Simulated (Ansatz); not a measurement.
Species: C2H9AlSi, SMILES `[CH3][Al]([CH3])[SiH3]` (charge 0, multiplicity 1).

**Question.** Give a relaxed geometry from r2SCAN-D4/def2-TZVP run with Ansatz (an electronic-structure program).

**Answer.** the end point of this relaxation (outside a Z-matrix the atoms follow the SMILES, hydrogens last).
Bond lengths (Å): C1–Al2 1.955, C1–H5 1.094, C1–H6 1.094, C1–H7 1.098, Al2–C3 1.956, Al2–Si4 2.467, C3–H8 1.098, C3–H9 1.093, C3–H10 1.095, Si4–H11 1.493, Si4–H12 1.492, Si4–H13 1.495. Angles (°): Al2–C1–H5 113.0, Al2–C1–H6 112.8, Al2–C1–H7 109.5, H5–C1–H6 108.3, H5–C1–H7 106.1, H6–C1–H7 106.7, C1–Al2–C3 120.3, C1–Al2–Si4 120.2, C3–Al2–Si4 119.4, Al2–C3–H8 109.5, Al2–C3–H9 113.9, Al2–C3–H10 111.9, H8–C3–H9 106.7, H8–C3–H10 106.2, H9–C3–H10 108.2, Al2–Si4–H11 112.4, Al2–Si4–H12 114.2, Al2–Si4–H13 110.7, H11–Si4–H12 106.9, H11–Si4–H13 105.8, H12–Si4–H13 106.3.
